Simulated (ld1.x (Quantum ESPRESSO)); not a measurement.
The numbers below are computed, except where a source is named.
**Potentials for F compared**

Generated with ld1.x 7.5 (TM, RRKJ, ultrasoft, PAW), atompaw 4.2 or ONCVPSP 4.0.1. The cutoff is in Ry: for ld1.x and atompaw files where the sum of valence levels is converged to 10 mRy in a Bessel basis, for ONCV files where the hardest occupied wave has 1 mHa per electron of residual kinetic energy. The error is the largest all-electron minus pseudo excitation energy over each file’s own four to seven test configurations (ionisations up to +4, promotions, holes and added fractions of an electron), all of which were solved. The labels leave out finer settings (local radius, basis sizes, second energies), which also bear on the numbers. Spin-polarised tests are not counted. The rows are a selection from randomly drawn settings: files with unsolved tests, undetermined cutoffs or missed reference levels are left out.

| potential | cutoff (Ry) | largest error (meV) | bound ghosts |
| --- | --- | --- | --- |
| ultrasoft, PBE, scalar-relativistic, rc 0.70/0.90/0.80 (spd), local smoothed, core correction no, reference 2s1.5 2p5.5 | 90 | +97 | none |
| TM semilocal, PBE, scalar-relativistic, rc 0.60/1.70/1.85 (spd), local d, core correction no, reference 2s2 2p5 | 180 | +4375 | none |
| TM, LDA (PZ), non-relativistic, rc 0.80/1.50 (sp), local s, core correction no, reference 2s2 2p3 | 140 | +1469 | none |
| TM, Wu–Cohen, scalar-relativistic, rc 0.65/1.40/1.15 (spd), local smoothed, core correction no, reference 2s1 2p6 | 100 | +1674 | none |
| ultrasoft, LDA (PZ), scalar-relativistic, rc 0.85/1.00/1.10 (spd), local smoothed, core correction yes, reference 2s1 2p6 | 80 | +298 | none |
| ultrasoft, Wu–Cohen, scalar-relativistic, rc 0.95/1.00 (sp), local smoothed, core correction yes, reference 2s2 2p5 | 70 | +318 | none |

(1) Fill in the row for F: RRKJ, LDA (PZ), scalar-relativistic, rc 0.60/0.80/0.75 (spd), local p, core correction no, reference 2s1 2p6.

(2) Fill in the row for F: TM, PBE, scalar-relativistic, rc 0.65/1.10 (sp), local s, core correction no, reference 2s1 2p6.

Answers

(1) cutoff 180 Ry, largest error +130 meV, bound ghosts: none.

(2) cutoff 110 Ry, largest error +1186 meV, bound ghosts: none.
